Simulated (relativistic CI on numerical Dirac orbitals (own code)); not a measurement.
Method of calculation: Dirac-Coulomb-Breit CI, separate exchange-only KLI orbitals for each configuration, model QED (radiative potential, 1s self-energy scaled to tabulated hydrogen-like ionisation energies), valence Slater integrals scaled by 0.9, configuration energies shifted to the measured levels that pair with them (semi-empirical) (own radial code, finite nucleus).

Configuration list: 1s2, 1s 2s, 1s 2p, 1s 3p, 1s 4p, 1s 3s, 1s 3d. Levels of other configurations are missing.

Configurations whose levels could be paired with our table of measured levels were shifted onto them, all but the ground configuration, by the median error of their levels; single terms can still be off by 1,000 to 2,000 cm⁻¹ or more, and rates follow the energies as ν³ (E1, M1) or ν⁵ (E2). The others borrow a shift and can be off by several thousand cm⁻¹ or more. 6 of the 6 excited levels that our extract of the measured tables holds in this range could be paired (the sources list more); they are missed by 130 cm⁻¹ on average and 777 at most, after the shifts were fitted to these levels, and levels without a partner can miss by more.

Outline of the computed level scheme of N VI. Lowest level of each configuration: 1s2 1S_0 at 0.000 eV; 1s 2s 3S_1 at 419.797 eV; 1s 2p 3P°_0 at 426.298 eV; 1s 3s 3S_1 at 494.911 eV; 1s 3p 3P°_0 at 496.674 eV; 1s 3d 3D_1 at 497.330 eV; 1s 4p 3P°_0 at 521.006 eV.

Some strong electric-dipole decays among the lowest 21 levels: 1s 2p 1P°_1 → 1s2 1S_0 (1.9e+12 s⁻¹); 1s 3p 1P°_1 → 1s2 1S_0 (6.1e+11 s⁻¹); 1s 4p 1P°_1 → 1s2 1S_0 (2.9e+11 s⁻¹); 1s 3p 1P°_1 → 1s 2s 1S_0 (2.9e+10 s⁻¹); 1s 3p 3P°_0 → 1s 2s 3S_1 (2.7e+10 s⁻¹); 1s 3p 3P°_1 → 1s 2s 3S_1 (2.7e+10 s⁻¹); 1s 3p 3P°_2 → 1s 2s 3S_1 (2.7e+10 s⁻¹); 1s 4p 3P°_0 → 1s 2s 3S_1 (1.4e+10 s⁻¹).
